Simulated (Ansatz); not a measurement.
Born–Oppenheimer molecular dynamics of FH₅O₂W (9 atoms, charge 0, multiplicity 1). It starts from a relaxed structure.

Method: Ansatz, RKS PBE/def2-SVP.

| Property | Result |
| --- | --- |
| ensemble | NVT, Nosé–Hoover chain |
| time step | 0.5 fs |
| steps asked | 300 |
| set temperature | 2000 K |
| thermostat | time constant 100 fs, chain length 3 (defaults) |
| seed | 662937 |

First frame:

```xyz
9
Properties=species:S:1:pos:R:3
W -0.173 0.146 0.209
O -0.425 0.050 2.122
H -0.475 -0.688 2.755
H 1.349 0.026 -0.531
O -0.206 1.953 -0.151
H -0.147 2.783 -0.652
H -1.450 -0.118 -0.876
F -0.075 -1.740 0.357
H 0.059 -0.327 -1.445
```

Task: How far do the bonds stretch over the last three quarters of this one trajectory? (Pairs bonded in most of those frames.)

Result: 
```json
{"bond": "W1–O2", "mean (Å)": "1.946", "spread (Å)": "0.057", "shortest": "1.84", "longest": "2.06"}
{"bond": "W1–H4", "mean (Å)": "1.774", "spread (Å)": "0.133", "shortest": "1.57", "longest": "2.13"}
{"bond": "W1–O5", "mean (Å)": "1.890", "spread (Å)": "0.046", "shortest": "1.81", "longest": "1.96"}
{"bond": "W1–H7", "mean (Å)": "1.732", "spread (Å)": "0.108", "shortest": "1.55", "longest": "1.90"}
{"bond": "W1–F8", "mean (Å)": "1.878", "spread (Å)": "0.056", "shortest": "1.79", "longest": "1.96"}
{"bond": "W1–H9", "mean (Å)": "1.824", "spread (Å)": "0.178", "shortest": "1.53", "longest": "2.16"}
{"bond": "O2–H3", "mean (Å)": "0.981", "spread (Å)": "0.008", "shortest": "0.96", "longest": "1.00"}
{"bond": "O5–H6", "mean (Å)": "0.981", "spread (Å)": "0.037", "shortest": "0.92", "longest": "1.04"}
```

Mean temperature of the second half: 1380 K. The conserved energy stayed within 0.95 meV per atom of its start (net change 0.82 meV per atom), so the integration is sound. The mean temperature of the second half is 31 % below the set value. A run of 0.15 ps of so small a system gives no equilibrium averages.

Time of the run: 12 min on 1 thread of Intel(R) Xeon(R) Platinum 8488C (Sapphire Rapids), with other jobs on the host, peak memory 0.15 GiB.
